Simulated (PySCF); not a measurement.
## Nb⁺ (niobium, charge +1) across methods

[Kr] 4d3 5p1, one real determinant (an excited configuration). All numbers are calculated (PySCF 2.14, the spin-free X2C one-electron Hamiltonian (Gaussian nucleus), in ANO-RCC-VTZP (7s6p4d2f1g, 68 functions)).

```
method  E (hartree)  mean ε 4p β (eV)  mean ε 4d α (eV)  mean ε 5p α (eV)  Σ⟨r²⟩ (bohr²)   ⟨S²⟩
   PBE     -3818.44           -43.681           -13.484            -7.690          50.59  6.001
 B3LYP     -3818.88           -45.578           -14.532            -8.022          50.76  6.001
  PBE0     -3818.52           -45.971           -14.949            -8.174          50.73  6.002
M06-2X     -3819.08           -48.308           -16.086            -8.852          50.54  6.001
r2SCAN     -3818.83           -44.406           -13.861            -7.733          50.56  6.002
 M06-L     -3818.71           -44.257           -13.522            -7.465          50.73  6.001
   UHF  -3816.76360           -51.558           -18.710            -9.231          52.04  6.005
```

Q: Estimate the same row for LDA.

A: E (hartree) = -3814.20; mean ε 4p β (eV) = -43.942; mean ε 4d α (eV) = -13.460; mean ε 5p α (eV) = -7.769; Σ⟨r²⟩ (bohr²) = 50.46; ⟨S²⟩ = 6.000.

⟨L²⟩ = 14.01 against 20 for a pure G term, so this real determinant mixes terms.
